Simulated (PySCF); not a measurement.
Si(Cl)2(F)(SiH3) (Cl2FH3Si2), SMILES F[Si]([SiH3])(Cl)Cl.

The structure is a stationary point at r2SCAN-D4/def2-SVP. This is a generated structure with no PubChem entry under its InChIKey; it may be hypothetical.

Two levels are set side by side: TDDFT-PBE/def2-SVPD (PySCF) and TDDFT-CAM-B3LYP/def2-SVPD (PySCF). Vertical, same geometry. The lowest singlet is HOMO→LUMO 89 % with PBE and HOMO→LUMO 77 %, HOMO→LUMO+1 16 % with the other functional; states are paired by order. Differences are taken from unrounded values.

| quantity | TDDFT-PBE |
|---|---|
| lowest singlet excitation (eV) | 6.51 |
| lowest triplet excitation (TDA) (eV) | 5.76 |
| first bright state (f over 0.05) (eV) | 6.51 |
| its oscillator strength | 0.05 |

**Question.** These are the TDDFT-PBE values. What does TDDFT-CAM-B3LYP give? (Estimate from the structure and the level; the computed values follow.)

**Answer.** 
| quantity | TDDFT-CAM-B3LYP | TDDFT-PBE minus TDDFT-CAM-B3LYP |
|---|---|---|
| lowest singlet excitation (eV) | 7.23 | -0.72 |
| lowest triplet excitation (TDA) (eV) | 6.31 | -0.55 |
| first bright state (f over 0.05) (eV) | 7.23 | -0.72 |
| its oscillator strength | 0.07 | -0.02 |

Functionals without exact exchange tend to place singlet excitations lower, as here. Differences between two approximate levels are no errors against the true value.

Rough cost on one machine, each run with all the roots and properties that it gave: TDDFT-CAM-B3LYP against TDDFT-PBE about 8 times.
